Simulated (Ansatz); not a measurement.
Total energies of the cluster Ta4⁺ from Ansatz at r2SCAN-D4/def2-TZVP, gas phase (1 Eh = 27.2114 eV = 2625.5 kJ/mol). The reference geometry is relaxed at r2SCAN-D4/def2-SVP.

```xyz
4

Ta   -0.133   -1.078   -1.109
Ta    0.978    1.132   -0.535
Ta   -1.458    0.529    0.343
Ta    0.613   -0.584    1.301
```

```
           state                       geometry  energy (Eh)
charge 1 doublet                      reference   -227.77397
charge 0 singlet                      reference   -227.97291
charge 1 quartet  relaxed at r2SCAN-D4/def2-SVP   -227.75838
```

In the def2 sets Ta takes a core potential; there is no spin–orbit coupling.

Task: Work out the vertical electron affinity, to the singlet.

Result: E(charge 1 doublet) − E(charge 0 singlet) = -227.77397 − (-227.97291) = 0.19894 Eh = 5.41 eV.

Task: Which of the charge 1 states is lowest, and how far above it are the others?

Result: The doublet. quartet: -227.75838 − (-227.77397) = 0.01559 Eh = 40.9 kJ/mol.

The structure comes from a short search, and lower isomers may exist.
